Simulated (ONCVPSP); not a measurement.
# La: excitation energies, all-electron against ONCV

- Element: La (Z = 57)
- Generator: ONCVPSP 4.0.1
- Type: optimised norm-conserving Vanderbilt (ONCV)
- Functional: PBE
- Relativity: scalar-relativistic
- Frozen core: [Kr] 4d10
- Valence charge: 11
- Reference configuration: 5s2 5p6 5d1 6s2
- Partial waves: 5s+6s: rc 2.55 bohr, ncon 5, nbas 9, qcut 4 1/bohr, 2 projectors; 5p: rc 2.60 bohr, ncon 3, nbas 6, qcut 6.3 1/bohr, 2 projectors, debl 3.5 Ha; 5d: rc 3.15 bohr, ncon 5, nbas 9, qcut 4 1/bohr, 2 projectors, debl 3.2 Ha; f scattering state at 0.13 Ha: rc 3.20 bohr, ncon 4, nbas 8, qcut 3.5 1/bohr, 1 projector
- Local potential: polynomial inside 2.20 bohr (lpopt 1, dvloc0 4 Ha)
- Core correction: polynomial model core, fcfact 0.7

In the f channel the program set the typed energies aside and used -0.160 Ha.

Energies are relative to the spin-unpolarised reference configuration 5s2 5p6 5d1 6s2; without spin polarisation the order of configurations can differ from experiment.

| valence configuration | charge | ΔE all-electron (eV) | error AE − PS (meV) |
| --- | --- | --- | --- |
| 5s2 5p6 5d0 6s0 | +3 | 35.804 | +1.5 |
| 4f1 5s2 5p6 5d1 6s0 | +1 | 6.921 | +1796 |

(1) What are ΔE and the potential's error for 5s2 5p6 5d1 6s1?

(2) What are ΔE and the potential's error for 5s2 5p6 5d1 6s0?

Levels in the configuration 5s2 5p6 5d1 6s0:

```json
{"level": "5s", "all-electron (eV)": "-51.522", "pseudo (eV)": "-51.576"}
{"level": "5p", "all-electron (eV)": "-34.918", "pseudo (eV)": "-34.929"}
{"level": "5d", "all-electron (eV)": "-14.698", "pseudo (eV)": "-14.689"}
```

## Answers

(1) ΔE = 5.966 eV all-electron; the error (AE − PS) is -1.8 meV.

(2) ΔE = 16.854 eV all-electron; the error (AE − PS) is -8.4 meV.

These tests converged, but a pseudo level misses the all-electron one widely, so the file describes the atom poorly there or has found another state: 4f1 5s2 5p6 5d1 6s0: 4f by 3.1 eV.
